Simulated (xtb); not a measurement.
C₄H₁₄OSi₂, charge +1, doublet, geometry from GFN2-xTB (a state made from the parent by changing its charge; the spin is typed, not shown lowest); GFN1-xTB (xtb).

The xtb input:
```
$ xtb mol.xyz --gfn 1 --chrg 1 --uhf 1 --etemp 5000 --json

# file mol.xyz
21

C      2.31256238     1.47377799    -0.10560555
Si     1.60171253    -0.19645022     0.53165561
C      2.17516150    -1.47891052    -0.78269725
O     -0.01612077    -0.09005236     0.39597527
Si    -1.64122099    -0.02424832     0.43879276
C     -2.13381376     1.70988349    -0.23292951
C     -2.27121464    -1.24280502    -0.91002121
H      1.98608715     1.68048117    -1.12014935
H      1.97121535     2.27051280     0.54685704
H      3.39576124     1.43973189    -0.08346275
H      1.90144429    -0.52792171     1.91632573
H      1.75171238    -2.44651593    -0.53482191
H      3.25646879    -1.55360567    -0.76987583
H      1.85231615    -1.19420255    -1.77935349
H     -2.05286756    -0.31794515     1.80309225
H     -1.72994077     1.87780470    -1.22655946
H     -3.21402241     1.79071575    -0.27273684
H     -1.74786666     2.46799850     0.44035947
H     -1.96736964    -2.24903023    -0.64131948
H     -1.86371177    -0.99687902    -1.88576360
H     -3.35331486    -1.20262181    -0.95914992
```

What the program printed (banner, timings and long lists left out):

```
   ID    Z sym.   atoms
    1    6 C      1, 3, 6, 7
    2   14 Si     2, 5
    3    8 O      4
    4    1 H      8-21

           -------------------------------------------------
          |                Calculation Setup                |
           -------------------------------------------------

           -------------------------------------------------
          |                 G F N 1 - x T B                 |
           -------------------------------------------------

          ...................................................
          :                      SETUP                      :
          :.................................................:
          :  # basis functions                  68          :
          :  # atomic orbitals                  66          :
          :  # shells                           44          :
          :  # electrons                        43          :
          :  # halogen bonds                     0          :
          :  max. iterations                   250          :
          :  Hamiltonian                  GFN1-xTB          :
          :  restarted?                      false          :
          :  GBSA solvation                  false          :
          :  PC potential                    false          :
          :  electronic temp.         5000.0000000     K    :
          :  accuracy                    1.0000000          :
          :  -> integral cutoff          0.2500000E+02      :
          :  -> integral neglect         0.1000000E-07      :
          :  -> SCF convergence          0.1000000E-05 Eh   :
          :  -> wf. convergence          0.2000000E-04 e    :
          :  Broyden damping             0.4000000          :
          :  net charge                          1          :
          :  unpaired electrons                  1          :
          ...................................................

 iter      E             dE          RMSdq      gap      omega  full diag
   1    -24.3779246 -0.243779E+02  0.765E+00    6.96       0.0  T
   2    -24.3998209 -0.218962E-01  0.455E+00    6.87       1.0  T
   3    -24.3981026  0.171823E-02  0.471E-01    7.09       1.0  T
   4    -24.4009655 -0.286284E-02  0.156E-01    6.95       1.0  T
   5    -24.4012988 -0.333340E-03  0.561E-02    6.98       1.0  T
   6    -24.4013396 -0.407390E-04  0.267E-02    6.96       1.0  T
   7    -24.4013625 -0.229504E-04  0.571E-03    6.97       3.8  T
   8    -24.4013636 -0.110996E-05  0.435E-04    6.97      50.2  T
   9    -24.4013636 -0.704501E-08  0.634E-05    6.97     344.0  T
  10    -24.4013636 -0.101334E-09  0.128E-05    6.97    1709.2  T

   *** convergence criteria satisfied after 10 iterations ***

         :::::::::::::::::::::::::::::::::::::::::::::::::::::
         ::                     SUMMARY                     ::
         :::::::::::::::::::::::::::::::::::::::::::::::::::::
         :: total energy             -24.111246498275 Eh    ::
         :: gradient norm              0.038089985900 Eh/a0 ::
         :: HOMO-LUMO gap              6.971253202886 eV    ::
         ::.................................................::
         :: SCC energy               -24.401363622284 Eh    ::
         :: -> electrostatic           0.089301802349 Eh    ::
         :: repulsion energy           0.298882954565 Eh    ::
         :: dispersion energy         -0.008765830556 Eh    ::
         :: halogen bond corr.         0.000000000000 Eh    ::
         :: add. restraining           0.000000000000 Eh    ::
         :: total charge               0.999999999972 e     ::
         :::::::::::::::::::::::::::::::::::::::::::::::::::::

           -------------------------------------------------
          |                Property Printout                |
           -------------------------------------------------

    * Orbital Energies and Occupations

         #    Occupation            Energy/Eh            Energy/eV
[...]
        31        0.0000           -0.2390015              -6.5036
        32        0.0000           -0.2327225              -6.3327
        33        0.0000           -0.2068705              -5.6292
       ...           ...                  ...                  ...
        66                          1.3721674              37.3386
      -------------------------------------------------------------
                  HL-Gap            0.2561888 Eh            6.9713 eV
             Fermi-level           -0.5050561 Eh          -13.7433 eV

  Mulliken/CM5 charges         n(s)   n(p)   n(d)
     1C    -0.13894 -0.25291   1.019  3.120  0.000
     2Si    0.48451  0.29876   1.209  1.461  0.845
     3C    -0.13894 -0.25291   1.019  3.120  0.000
     4O    -0.37206 -0.39343   1.636  4.736  0.000
     5Si    0.48451  0.29876   1.209  1.461  0.845
     6C    -0.13894 -0.25291   1.019  3.120  0.000
     7C    -0.13894 -0.25291   1.019  3.120  0.000
     8H     0.07774  0.13330   0.922  0.000  0.000
     9H     0.08113  0.13706   0.919  0.000  0.000
    10H     0.07722  0.13249   0.923  0.000  0.000
    11H     0.00722  0.09808   0.993  0.000  0.000
    12H     0.08113  0.13706   0.919  0.000  0.000
    13H     0.07722  0.13249   0.923  0.000  0.000
    14H     0.07774  0.13330   0.922  0.000  0.000
    15H     0.00722  0.09808   0.993  0.000  0.000
    16H     0.07774  0.13330   0.922  0.000  0.000
    17H     0.07722  0.13249   0.923  0.000  0.000
    18H     0.08113  0.13706   0.919  0.000  0.000
    19H     0.08113  0.13706   0.919  0.000  0.000
    20H     0.07774  0.13330   0.922  0.000  0.000
    21H     0.07722  0.13249   0.923  0.000  0.000

Wiberg/Mayer (AO) data.
largest (>0.10) Wiberg bond orders for each atom

 ---------------------------------------------------------------------------
     #   Z sym  total        # sym  WBO       # sym  WBO       # sym  WBO
 ---------------------------------------------------------------------------
     1   6 C    3.764 --    10 H    0.936     8 H    0.931     9 H    0.928
                             2 Si   0.905
     2  14 Si   4.280 --     4 O    1.235     1 C    0.905     3 C    0.905
                            11 H    0.865
     3   6 C    3.764 --    13 H    0.936    14 H    0.931    12 H    0.928
                             2 Si   0.905
     4   8 O    2.545 --     2 Si   1.235     5 Si   1.235
     5  14 Si   4.280 --     4 O    1.235     7 C    0.905     6 C    0.905
                            15 H    0.865
     6   6 C    3.764 --    17 H    0.936    16 H    0.931    18 H    0.928
                             5 Si   0.905
     7   6 C    3.764 --    21 H    0.936    20 H    0.931    19 H    0.928
                             5 Si   0.905
     8   1 H    0.988 --     1 C    0.931
     9   1 H    0.983 --     1 C    0.928
    10   1 H    0.986 --     1 C    0.936
    11   1 H    0.924 --     2 Si   0.865
    12   1 H    0.983 --     3 C    0.928
    13   1 H    0.986 --     3 C    0.936
    14   1 H    0.988 --     3 C    0.931
    15   1 H    0.924 --     5 Si   0.865
    16   1 H    0.988 --     6 C    0.931
    17   1 H    0.986 --     6 C    0.936
    18   1 H    0.983 --     6 C    0.928
    19   1 H    0.983 --     7 C    0.928
    20   1 H    0.988 --     7 C    0.931
    21   1 H    0.986 --     7 C    0.936
 ---------------------------------------------------------------------------

Topologies differ in total number of bonds
Writing topology from bond orders to xtbtopo.mol

 dipole moment from electron density (au)
     X       Y       Z
   0.0018   0.0102  -0.0449  total (Debye):    0.117

           -------------------------------------------------
          | TOTAL ENERGY              -24.111246498275 Eh   |
          | GRADIENT NORM               0.038089985900 Eh/α |
          | HOMO-LUMO GAP               6.971253202886 eV   |
           -------------------------------------------------

normal termination of xtb
```
